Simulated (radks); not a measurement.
Coulomb parameter of the 3d shell of the zinc ion Zn3+ in the model configuration [Ar] 3d7 4p2, as a second difference U = [E(n + 0.5) + E(n - 0.5) - 2 E(n)] / (0.5)^2 with all orbitals relaxed. "Bare": the charge of the atom changes with n. "Screened": the 4p shell takes up the change at fixed total charge, which measures U(3d,3d) + U(4p,4p) - 2 U(3d,4p). All-electron calculation, scalar-relativistic Kohn-Sham, LDA (Slater exchange, Perdew-Wang correlation), spin-unpolarised, spherical densities, finite nucleus; Fermi nuclear charge, rms radius 3.9283 fm. Program: a radial shooting solver on a logarithmic mesh with Libxc functionals.

case              configuration  E - E(n) (eV)
start              [Ar] 3d7 4p2          0.000
bare +0.5        [Ar] 3d7.5 4p2        -32.748
bare -0.5        [Ar] 3d6.5 4p2         38.586
screened +0.5  [Ar] 3d7.5 4p1.5        -18.218
screened -0.5  [Ar] 3d6.5 4p2.5         20.212

U(bare) = 23.353 eV, U(screened by 4p) = 7.975 eV, against the Slater integral F0(3d,3d) = 33.482 eV with frozen orbitals.
